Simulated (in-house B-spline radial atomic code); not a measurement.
Eu IX (Eu8+): [Kr] (4d3/2)4 (4d5/2)5 (4f5/2)3 (4f7/2)2 5s2 (5p1/2)2 (9p3/2)1 (an excited or competing configuration)

Level of theory: Dirac-Hartree-Fock, average of the jj configuration, Fermi nucleus of rms radius 5.1115 fm; calculated with an all-electron radial atomic-structure program (B-spline basis).

Effective charges: Z_r = [3n² - l(l+1)]/(2<r>) from the radius, Z_e = n√(-2ε) from the energy, and Slater's rules. Values are occupation-weighted means over j. An effective charge above Z reflects the relativistic contraction of the inner shells.

```json
{"shell": "1s", "electrons": "2", "ε (eV)": "-48961", "<r> (bohr)": "0.02231", "Z_r": "67.22", "Z_e": "59.99", "Slater": "62.70"}
{"shell": "2s", "electrons": "2", "ε (eV)": "-8287.6", "<r> (bohr)": "0.0945", "Z_r": "63.50", "Z_e": "49.36", "Slater": "58.85"}
{"shell": "2p", "electrons": "6", "ε (eV)": "-7417.7", "<r> (bohr)": "0.08361", "Z_r": "59.80", "Z_e": "46.70", "Slater": "58.85"}
{"shell": "3s", "electrons": "2", "ε (eV)": "-1994.5", "<r> (bohr)": "0.2481", "Z_r": "54.41", "Z_e": "36.32", "Slater": "51.75"}
{"shell": "3p", "electrons": "6", "ε (eV)": "-1715.3", "<r> (bohr)": "0.2466", "Z_r": "50.69", "Z_e": "33.69", "Slater": "51.75"}
{"shell": "3d", "electrons": "10", "ε (eV)": "-1330.7", "<r> (bohr)": "0.2256", "Z_r": "46.55", "Z_e": "29.67", "Slater": "41.85"}
{"shell": "4s", "electrons": "2", "ε (eV)": "-536.96", "<r> (bohr)": "0.5613", "Z_r": "42.75", "Z_e": "25.13", "Slater": "35.25"}
{"shell": "4p", "electrons": "6", "ε (eV)": "-440.4", "<r> (bohr)": "0.5919", "Z_r": "38.86", "Z_e": "22.76", "Slater": "35.25"}
{"shell": "4d", "electrons": "9", "ε (eV)": "-302.53", "<r> (bohr)": "0.6373", "Z_r": "32.95", "Z_e": "18.86", "Slater": "24.20"}
{"shell": "5s", "electrons": "2", "ε (eV)": "-175.03", "<r> (bohr)": "1.231", "Z_r": "30.45", "Z_e": "17.93", "Slater": "15.25"}
{"shell": "4f", "electrons": "5", "ε (eV)": "-156.68", "<r> (bohr)": "0.7317", "Z_r": "24.60", "Z_e": "13.57", "Slater": "16.60"}
{"shell": "5p", "electrons": "2", "ε (eV)": "-152.13", "<r> (bohr)": "1.311", "Z_r": "27.84", "Z_e": "16.72", "Slater": "15.25"}
{"shell": "9p", "electrons": "1", "ε (eV)": "-22.276", "<r> (bohr)": "8.177", "Z_r": "14.74", "Z_e": "11.52", "Slater": "9.00"}
```

The least bound orbital is 9p3/2 at -22.28 eV, and it is also the most diffuse (<r> = 8.177 bohr). The part-filled 4d shell lies below the filled 5s shell in orbital energy.

For the 1s electron the small component carries 5.5 % of the norm, the zero-frequency Breit interaction raises the level by 143.4 eV, self-energy by 85.42 eV, and vacuum polarisation lowers it by 13.72 eV.
